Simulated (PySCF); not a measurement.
## Electron correlation in Ne(2+) (neon, charge +2)

[He] 2s2 2p4, high-spin 3P determinant. Computed with PySCF 2.14 in def2-TZVPPD, with the non-relativistic Hamiltonian (point nucleus). Frozen: 1s2; 6 electrons correlated.

| level | correlation energy (mhartree) |
| --- | --- |
| CCSD | -155.28 |
| (T) | -1.41 |
| CCSD(T) | -156.69 |

Diagnostics: T1 = 0.0028, D1 = 0.0060, largest double amplitude 0.024.

Question: Is a single reference adequate?

Answer: Yes: T1 lies below 0.03 and no double amplitude reaches 0.07.
